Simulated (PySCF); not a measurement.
Compound: C4H2Cl2O2S.
SMILES: `O=S1(=O)C=C(Cl)C(Cl)=C1`

Four sets of settings were typed for PySCF runs (density fitting) on one GFN2-xTB geometry. Runs with no stated cap are allowed at least 80 cycles.

Question: One run ended without self-consistency. Which?
A. PBE0/aug-cc-pVDZ, at most 8 cycles, start guess random
B. PBE0/pcSseg-1
C. PBE0/def2-SVPD
D. X3LYP/pcSseg-1, IEF-PCM dichloromethane, grid level 4

Answer: A. The cap of 8 cycles ended the SCF with an orbital gradient of 4.8e-01, before the energy threshold of 1e-09 Eh and the gradient threshold (its square root) were both met. Raise the cap, and go back to the default start guess. Its energy and orbitals aren't self-consistent and shouldn't be used.

The end of its output:
```
start from random orthonormal orbitals
final grid: 113232 points
cycle   1  E = -1535.2086098393  dE = -1.040e+03  |g| = 1.056e+01  |ddm| = 6.408e+04
cycle   2  E = -1398.5020933658  dE =  1.367e+02  |g| = 1.644e+01  |ddm| = 1.340e+03
cycle   3  E = -1581.0024327254  dE = -1.825e+02  |g| = 9.211e+00  |ddm| = 2.076e+02
cycle   4  E = -1584.1301096931  dE = -3.128e+00  |g| = 1.018e+01  |ddm| = 1.682e+02
cycle   5  E = -1620.0658770186  dE = -3.594e+01  |g| = 2.778e+00  |ddm| = 1.800e+02
cycle   6  E = -1620.5351808579  dE = -4.693e-01  |g| = 2.439e+00  |ddm| = 1.111e+01
cycle   7  E = -1621.6255747732  dE = -1.090e+00  |g| = 9.419e-01  |ddm| = 6.128e+00
cycle   8  E = -1621.7647533686  dE = -1.392e-01  |g| = 4.767e-01  |ddm| = 2.909e+00
SCF not converged, last energy = -1621.7647533686
```

The others met their thresholds:

| settings | basis functions | SCF cycles | E (Eh) | HOMO (eV) | LUMO (eV) | dipole (D) |
| --- | --- | --- | --- | --- | --- | --- |
| PBE0/pcSseg-1 | 184 | 15 | -1621.6713 | -7.96 | -2.95 | 2.94 |
| X3LYP/pcSseg-1, IEF-PCM dichloromethane, grid level 4 | 184 | 14 | -1622.2348 | -7.48 | -2.72 | 3.68 |
| PBE0/def2-SVPD | 223 | 15 | -1621.1661 | -7.99 | -3.01 | 3.17 |

Cycle counts include a coarse-grid stage where the run had one.
